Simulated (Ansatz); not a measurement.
C2H9AlN (SMILES [CH3][Al]([CH3])<-[NH3]), doublet, geometry from GFN2-xTB (such geometries of metal compounds can be far from the true shape) (the spin is typed, not shown lowest); MP2/cc-pVDZ (Ansatz, a quantum-chemistry and plane-wave program).

The Ansatz input:
Ansatz 0.2 input:
```yaml
crystal:
  periodic: [false, false, false]
  atoms:
    - {symbol: Al, position_ang: [0.45612501, 0.14400214, 0.58553422]}
    - {symbol: C, position_ang: [1.18040402, 1.02448517, -1.10446545]}
    - {symbol: H, position_ang: [2.00314753, 0.45334385, -1.55194589]}
    - {symbol: H, position_ang: [1.59408064, 2.01416057, -0.88401319]}
    - {symbol: H, position_ang: [0.44282261, 1.18205973, -1.90181117]}
    - {symbol: C, position_ang: [-1.48074391, 0.53159024, 1.08975994]}
    - {symbol: H, position_ang: [-1.92499362, -0.27422218, 1.68696724]}
    - {symbol: H, position_ang: [-2.15887810, 0.70017555, 0.24339754]}
    - {symbol: H, position_ang: [-1.55151213, 1.43153730, 1.70965678]}
    - {symbol: N, position_ang: [-0.21172714, -1.59855754, -0.61587026]}
    - {symbol: H, position_ang: [-0.84351527, -1.16649869, -1.28504584]}
    - {symbol: H, position_ang: [-0.73313935, -2.29622058, -0.09560394]}
    - {symbol: H, position_ang: [0.52649194, -2.06291305, -1.13422149]}
basis:
  gaussian:
    orbitals: cc-pVDZ
magnetization: {spin_polarized: true, initial_magnetization: 1}
correlation: {method: mp2}
scf: {lower_state_search: off}
```

### Question
Write the output that Ansatz gives for this input, abridged.

### Answer

```
Functional definition: HF
these checks for a lower state are left out or cut short: stability, starts, cluster_reference, orbital_swaps, neighbouring_geometries, increment
966 factors; integrals over basis functions are off by at most 1.3e-3 eV
mean field evaluation 1: about -10263.3385 eV, gradient 2.8e1 eV
mean field evaluation 2: about -10263.4191 eV, gradient 2.8e1 eV
mean field evaluation 4: about -10267.9707 eV, gradient 2.6e0 eV
mean field evaluation 8: about -10268.0853 eV, gradient 1.8e-1 eV
mean field -10268.08635093 eV, -377.3452134378 hartree, gradient 1.8e-6 eV, S^2 0.752040; 0 other end points of the search recorded, 0 dependent functions left out
8 core orbitals not correlated
reference -10268.08635093 eV, -377.3452134378 hartree; 13, 12 occupied and 84, 85 virtual orbitals, 966 factors
second order -14.69146963 eV of doubles, -0.00000000 eV of singles
Total energy: -10282.77782056 eV, -377.8851149885 hartree
Checks for a lower state left out: stability, starts, cluster_reference, orbital_swaps, neighbouring_geometries, increment
```
